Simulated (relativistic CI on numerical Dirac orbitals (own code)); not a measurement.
## What each ingredient does to the levels of Kr XXXII

Base calculation: Dirac-Coulomb-Breit CI, orbitals from a KLI potential per configuration, model QED (radiative potential, 1s self-energy scaled to tabulated hydrogen-like ionisation energies), unscaled Slater integrals.

Configurations in the expansion (outside the closed core 1s2): 2s2 2p, 2s 2p2, 2p3, 2p2 3s, 2p2 3p, 2p2 3d, 2s2 3s, 2s2 3p, 2s2 3d, 2s 2p 3s, 2s 2p 3p, 2s 2p 3d, 2s2 4s, 2s2 4p, 2s2 4d, 2s2 4f. Levels of other configurations are missing.

The lowest level and the first level of each name with at least 55 % of one term (blank where a level has no safe partner in the second run):

```csv
Level,Base (eV),Shift (eV)
2s2 2p 2P°_1/2,0.000,0.000
2s2 2p 2P°_3/2,61.023,-0.108
2s 2p2 4P_1/2,86.269,+1.463
2s 2p2 4P_3/2,125.200,+1.353
2s 2p2 4P_5/2,142.876,+1.340
2s 2p2 2D_3/2,177.882,+1.356
2s 2p2 2P_1/2,187.360,+1.385
2s 2p2 2D_5/2,207.336,+1.247
2s 2p2 2S_1/2,252.389,+1.243
2s 2p2 2P_3/2,253.952,+1.250
2p3 2D°_3/2,327.294,+2.762
2p3 2D°_5/2,339.781,+2.757
2p3 2P°_1/2,365.088,+2.724
2p3 2P°_3/2,411.438,+2.609
```

At this charge energies of transitions that change n are usually good to better than 1 %, and those within a shell (Δn = 0) to a few per cent.

Task: One thing was changed in a second run, which moved the levels as shown. Which?
A. configuration mixing switched off
B. valence Slater integrals scaled by 0.9
C. Breit term removed
D. QED terms removed

Result: D. QED terms removed. QED shifts follow the density of s (and p1/2) electrons at the nucleus, so configurations move by their count of such electrons; where none moves, the smaller shifts of p3/2 electrons and of j = l + 1/2 against j = l − 1/2 set the pattern.

LS names give the leading component of a level, which can be under half, so a name can repeat, a term be missing and a line seem to break the LS rules.
